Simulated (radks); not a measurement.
Question: Ionisation ladder of promethium, from Pm XXIII to Pm XLIV. Each ion is in the ground configuration listed by NIST, and IE = E(next ion) - E(this ion). Method: scalar-relativistic Kohn-Sham, exchange-only LDA, spin-polarised, spherical densities, point nucleus; open shells are filled with parallel spins first (spin-orbit coupling, left out, can overturn this in heavy ions); computed with a radial shooting solver on a logarithmic mesh with Libxc functionals.

species         configuration  IE, Delta-SCF (eV)  -e(HOMO) (eV)     HOMO  <r> HOMO (bohr)
Pm XXIII             [Kr] 4d3              687.40         668.79    4d up            0.588
Pm XXIV              [Kr] 4d2              725.40         706.57    4d up            0.582
Pm XXV               [Kr] 4d1                   ?         744.80    4d up            0.575
Pm XXVI                  [Kr]              925.34         906.07       4p            0.560
Pm XXVII    [Ar] 3d10 4s2 4p5              964.63         945.41  4p down            0.555
Pm XXVIII   [Ar] 3d10 4s2 4p4              1003.6         984.61  4p down            0.551
Pm XXIX     [Ar] 3d10 4s2 4p3              1054.3         1034.3    4p up            0.546
Pm XXX      [Ar] 3d10 4s2 4p2              1095.1         1075.1    4p up            0.542
Pm XXXI     [Ar] 3d10 4s2 4p1              1135.5         1115.8    4p up            0.538
Pm XXXII        [Ar] 3d10 4s2              1266.5         1247.5       4s            0.522
Pm XXXIII       [Ar] 3d10 4s1                   ?         1293.7    4s up            0.519
Pm XXXIV            [Ar] 3d10                   ?         2210.8       3d            0.229
Pm XXXV              [Ar] 3d9                   ?         2306.3  3d down            0.226
Pm XXXVI             [Ar] 3d8              2450.9         2403.0  3d down            0.224
Pm XXXVII            [Ar] 3d7              2549.2         2500.8  3d down            0.222
Pm XXXVIII           [Ar] 3d6              2648.3         2599.6  3d down            0.220
Pm XXXIX             [Ar] 3d5              2777.7         2726.9    3d up            0.217
Pm XL                [Ar] 3d4              2881.8         2830.5    3d up            0.215
Pm XLI               [Ar] 3d3              2987.1         2935.3    3d up            0.213
Pm XLII              [Ar] 3d2              3093.4         3041.1    3d up            0.211
Pm XLIII             [Ar] 3d1              3200.5         3147.9    3d up            0.209
Pm XLIV                  [Ar]              3561.2         3515.4       3p            0.235

Estimate the withheld Delta-SCF values.

Answer: Pm XXV: 763.82 eV (NIST 767); Pm XXXIII: 1312.9 eV (NIST 1309); Pm XXXIV: 2257.6 eV (NIST 2251); Pm XXXV: 2353.7 eV (NIST 2344).
